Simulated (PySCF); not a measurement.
Compound: C6H9O (doublet state).
Atom-mapped SMILES: `[CH2:1]=[CH:2][C@@H:3]([C:4]=[O:5])[CH2:6][CH3:7]` (hydrogens: H8, H9 on C1; H10 on C2; H11 on C3; H12, H13 on C6; H14, H15, H16 on C7)

Cartesian coordinates in Å at the GFN2-xTB level; atoms count from 1:
```
atom  x, y, z in Å
C1     2.0820   -0.8751   -0.4169
C2     1.0912   -0.0202   -0.6160
C3     0.2323    0.5351    0.4757
C4     0.6805    1.9224    0.8183
O5     1.6556    2.5603    0.5958
C6    -1.2623    0.5313    0.1221
C7    -1.7888   -0.8905   -0.0271
H8     2.7065   -1.2180   -1.2234
H9     2.3057   -1.2688    0.5611
H10    0.8909    0.3750   -1.6028
H11    0.3813   -0.0350    1.4016
H12   -1.8151    1.0534    0.9050
H13   -1.4077    1.0766   -0.8126
H14   -1.2231   -1.4287   -0.7842
H15   -1.7014   -1.4319    0.9121
H16   -2.8355   -0.8771   -0.3201
```

The hyperfine couplings belong to this conformer and change with its torsions.

Method used: PySCF, UKS B3LYP, pcH-1 on C H O, non-relativistic, mean-field spin-orbit, GIAO. The structure is a single GFN2-xTB conformer in the gas phase; no vibrational or solvent corrections. A GFN2-xTB geometry isn't a minimum of the functional, and hyperfine couplings can be far from their values at a DFT geometry. No stability test was run, so a lower SCF solution isn't excluded.

The isotropic 13C couplings are +329.7, +123.6, +17.7, +10.0, +6.9, -0.7 MHz. Assign them to C1; C2; C3; C4; C6; C7.

| site | a_iso (MHz) | ρ(0) (bohr⁻³) | position | distance from C4 (Å) | spin population | largest \|T\| (MHz) |
| --- | --- | --- | --- | --- | --- | --- |
| C1 | +6.9 | +0.0061 | 3 bonds from C4 | 3.36 | +0.06 | 8.0 |
| C2 | +17.7 | +0.0157 | 2 bonds from C4 | 2.45 | 0.00 | 8.3 |
| C3 | +123.6 | +0.1099 | 1 bond from C4 | 1.50 | +0.05 | 27.1 |
| C4 | +329.7 | +0.2933 | largest spin population | 0.00 | +0.65 | 99.1 |
| C6 | +10.0 | +0.0089 | 2 bonds from C4 | 2.49 | 0.00 | 2.1 |
| C7 | -0.7 | -0.0006 | 3 bonds from C4 | 3.84 | 0.00 | 0.5 |

ρ(0) is the spin density at the nucleus and T the dipolar tensor; entries for several nuclei are means. The largest Mulliken spin populations are on C4 (+0.65) and O5 (+0.23).

Means are taken over nuclei equivalent by connectivity, which assumes that they swap fast.
